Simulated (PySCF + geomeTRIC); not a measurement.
Species: H₃GaS₃, SMILES `[SH][Ga]([SH])[SH]` (charge 0, multiplicity 1).

Question: Give a relaxed geometry from B3LYP-D3(BJ)/def2-TZVP in PySCF + geomeTRIC.

Answer: One answer among several that fit: the end point of this relaxation, one of several conformers (outside a Z-matrix the atoms follow the SMILES, hydrogens last).
Z-matrix (Å, degrees):
```
Ga
S 1 2.2090
H 2 1.3444 1 93.76
S 1 2.2115 2 117.11 3 179.88
H 4 1.3437 1 94.28 2 179.90
S 1 2.2143 2 119.24 3 -0.11
H 6 1.3438 1 94.68 2 179.77
```
